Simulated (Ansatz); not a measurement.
`Cl[SiH2][NH][GeH2][Cl]` + `CB(O)S` → `OB(S)[SiH2]Cl` + `C[NH][GeH2][Cl]`  (redistribution)

Gas-phase electronic energies from Ansatz, PBE0-D4/def2-TZVP geometries. CCSD(T)/CBS is the MP2 limit (def2-TZVPP, def2-QZVPP) plus CCSD(T) − MP2 in def2-TZVPP, frozen cores. Functionals use def2-TZVPP. B3LYP here is the variant with VWN-RPA as its local correlation; programs differ in this. For Ge outer-core shells are correlated without core-valence functions, which leaves a few kJ/mol of doubt a bond. Scalar relativity is left out up to krypton. One conformer a species, not always the lowest.

`Cl[SiH2][NH][GeH2][Cl]`:

```xyz
10

Cl    0.147   -2.549    1.701
Si   -0.208   -1.557   -0.074
N    -0.650    0.075    0.160
Ge    0.444    1.530    0.046
Cl    0.166    2.489   -1.869
H    -1.296   -2.303   -0.741
H     1.060   -1.577   -0.835
H    -1.607    0.276    0.411
H     1.893    1.047    0.103
H     0.050    2.569    1.098
```

`CB(O)S`:

```xyz
9

C    -1.012   -0.065    0.455
B     0.355    0.277   -0.226
O     0.576    1.542   -0.670
S     1.680   -0.963   -0.457
H    -1.549   -0.829   -0.114
H    -0.864   -0.472    1.459
H    -1.650    0.817    0.530
H     1.432    1.686   -1.082
H     1.033   -1.993    0.106
```

`OB(S)[SiH2]Cl`:

Z-matrix (Å, degrees):
```
Si
Cl 1 2.059
B 1 2.030 2 110.9
H 1 1.488 2 107.9 3 -122.1
H 1 1.488 2 107.9 3 122.1
S 3 1.797 1 117.7 2 -1.3
O 3 1.359 1 123.2 2 178.8
H 6 1.347 3 96.0 1 -179.8
H 7 0.960 3 114.9 1 -0.3
```

`C[NH][GeH2][Cl]`:

```xyz
10

C    -0.922   -0.920    0.568
N    -0.483    0.456    0.414
Ge    0.801    0.862   -0.801
Cl    2.686   -0.140   -0.364
H    -0.194   -1.565    1.076
H    -1.860   -0.954    1.128
H    -1.118   -1.353   -0.416
H    -0.363    0.921    1.302
H     0.367    0.326   -2.168
H     1.085    2.365   -0.741
```

```
             level  ΔE (kcal/mol)  difference from CCSD(T)/CBS
            PBE-D4           37.2                         -5.4
         r2SCAN-D4           41.7                         -0.9
           PBE0-D4           39.7                         -2.9
          B3LYP-D4           40.7                         -1.9
           ωB97X-V           41.1                         -1.5
           ωB97M-V           43.0                          0.4
            B2PLYP           42.4                         -0.2
               PBE           37.2                         -5.4
            r2SCAN           41.7                         -0.9
              PBE0           39.8                         -2.8
             B3LYP           40.8                         -1.8
     HF/def2-TZVPP           45.6                          3.0
    MP2/def2-TZVPP           44.4                          1.8
SCS-MP2/def2-TZVPP           43.5                          0.9
   CCSD/def2-TZVPP           43.0                          0.4
CCSD(T)/def2-TZVPP           42.3                         -0.3
     HF/def2-QZVPP           45.9                          3.3
    MP2/def2-QZVPP           44.7                          2.1
SCS-MP2/def2-QZVPP           43.9                          1.3
      HF/CBS(def2)           46.0                          3.4
     MP2/CBS(def2)           44.7                          2.1
    CCSD/CBS(def2)           43.2                          0.6
       CCSD(T)/CBS           42.6                            0
```

Largest T1 diagnostic among the species: 0.013.

From PBE to PBE0 (25 % exact exchange), in def2-TZVPP and without D4, ΔE moves by +2.5 kcal/mol. In def2-TZVPP, CCSD(T) changes the Hartree–Fock value by −3.3 kcal/mol (the triples alone add −0.7 kcal/mol) and MP2 by −1.1 kcal/mol.
